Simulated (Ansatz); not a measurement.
C2H8BN, SMILES CB(N)C.

The structure is a stationary point at TPSSh-D3(BJ)/def2-SVP. The values are those of a single conformer.

Two levels are set side by side: PBE/def2-SVPD (Ansatz, a first-principles code) and PBE0/def2-SVPD (Ansatz). Energy differences of separate SCF runs at the same geometry; the states with an electron removed or added have multiplicity 2 and 2. Differences are taken from unrounded values.

```json
[
 {"quantity": "vertical ionisation energy (eV)", "PBE0": "10.37", "PBE": "10.09", "PBE minus PBE0": "-0.29"},
 {"quantity": "vertical singlet–triplet gap (eV)", "PBE0": "6.72", "PBE": "6.46", "PBE minus PBE0": "-0.26"}
]
```
